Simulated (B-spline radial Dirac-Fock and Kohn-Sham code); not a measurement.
Isotope-shift constants of the inner levels of P

System: the P atom, configuration [Ne] 3s2 3p3.

Input file task.json (cfg lists n, l and occupation; rrms is the nuclear radius in fm):

```json
{"items": [{
  "Z": 15,
  "q": 0,
  "cfg": [[1, 0, 2], [2, 0, 2], [2, 1, 6], [3, 0, 2], [3, 1, 3]],
  "A": 31,
  "rrms": 3.1889,
  "do": "isoshift",
  "isotopes": [[31, 30.97376199768, 3.1889]]
}]}
```

Command: `python xray2_run.py task.json out`

The computed values come from a radial finite-basis atomic code: first-order field-shift and mass-shift constants from Dirac-Fock ground and hole states with a Fermi nucleus; the mass shift has no relativistic recoil terms. A binding energy shifts by δE = F·δ⟨r²⟩ + (K_N + K_S)·δ(1/M); F is taken for a change of radius at fixed skin thickness and so holds the higher radial moments.

| level | F (meV/fm²) | K_N (meV u) | K_S (meV u) |
| --- | --- | --- | --- |
| K (1s) | -0.3117 | -1182 | 311.6 |
| L1 (2s) | -0.02237 | -108.6 | -44.32 |
| L2 (2p1/2) | 0.004211 | -76.13 | 73.91 |
| L3 (2p3/2) | 0.004220 | -75.84 | 72.67 |
| M1 (3s) | -0.001735 | -10.02 | -0.03245 |
